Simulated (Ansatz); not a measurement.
`F[SiH]1CN1` and `SC[SiH]1CN1` differ in one atom or group.

Ansatz, PBE0-D4/def2-TZVP geometries, multiplicity 1. Each molecule was computed in one conformer, which needn't be the lowest.

| property | `F[SiH]1CN1` |
| --- | --- |
| LUMO energy (B3LYP/def2-TZVPP) / eV | 0.18 |
| LUMO energy (ωB97M-V/def2-TZVPP) / eV | 2.06 |
| size of the dipole moment (PBE/def2-TZVPP) / D | 0.65 |
| HOMO–LUMO gap (ωB97M-V/def2-TZVPP) / eV | 11.50 |
| HOMO–LUMO gap (PBE/def2-TZVPP) / eV | 5.38 |
| HOMO–LUMO gap (B3LYP/def2-TZVPP) / eV | 7.07 |

Task: Give the same properties after the change, and the shifts. (An estimate is asked.)

Result: Computed: 
```
                                      property  `SC[SiH]1CN1`  shift
           LUMO energy (B3LYP/def2-TZVPP) / eV          -0.26  -0.44
         LUMO energy (ωB97M-V/def2-TZVPP) / eV           1.71  -0.35
size of the dipole moment (PBE/def2-TZVPP) / D           1.30   0.65
       HOMO–LUMO gap (ωB97M-V/def2-TZVPP) / eV          10.46  -1.04
           HOMO–LUMO gap (PBE/def2-TZVPP) / eV           4.44  -0.94
         HOMO–LUMO gap (B3LYP/def2-TZVPP) / eV           6.07  -1.00
```

With PBE0 the HOMO rises by 0.58 eV and the LUMO falls by 0.47 eV, so the gap narrows by about 1.05 eV. PBE moves the HOMO by 0.44 eV and ωB97M-V by 0.69 eV. Dipoles are sizes alone; their direction can turn.

B3LYP here is the variant with VWN-RPA as its local correlation; programs differ in this.
